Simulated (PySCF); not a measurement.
Electronic structure of Cr (chromium, neutral) at the UHF level

Configuration: [Ar] 3d5 4s1, high-spin 7S determinant. All numbers are calculated (PySCF 2.14, scalar relativity by spin-free X2C-1e, in x2c-TZVPPall with one added diffuse shell each of s, p, d, f type (7s6p5d3f1g, 80 functions)).

```json
{
  "Total energy": "-1049.643578 hartree",
  "One-electron energy": "-1447.7494 hartree",
  "Hartree (Coulomb) energy": "446.2921 hartree",
  "Exchange energy": "-48.1863 hartree",
  "⟨S²⟩": "12.0001",
  "⟨L²⟩": "0.000",
  "Sum of ⟨r⟩": "20.45 bohr",
  "Sum of ⟨r²⟩": "37.43 bohr²",
  "Langevin diamagnetic susceptibility": "-29.6 ×10⁻⁶ cm³/mol"
}
```

```csv
shell,electrons,mean orbital energy (hartree),"rms radius, mean of both spins (bohr)"
1s α,1,-222.03989,0.0734
1s β,1,-222.03797,0.0734
2s α,1,-26.61209,0.316
2s β,1,-26.51413,0.316
2p α,3,-22.24908,0.287
2p β,3,-22.15284,0.287
3s α,1,-3.51517,0.971
3s β,1,-3.17022,0.971
3p α,3,-2.27291,1.06
3p β,3,-1.85421,1.06
3d α,5,-0.36685,1.60
4s α,1,-0.22670,3.91
```

Densities and radii are taken from the X2C orbitals without a picture-change correction, which distorts them close to the nucleus.

Spin-orbit constants ζ (cm⁻¹) from the X2C one-electron operator on these orbitals: bare nucleus, nucleus screened by l(l+1)(2l+1)/3 electrons, and screened by the Breit-Pauli mean field of the electrons.

```csv
shell,bare,screened nucleus,mean field
2p,49200,45100,43210
3p,5580,5115,4868
3d,398.1,232.2,202.0
```
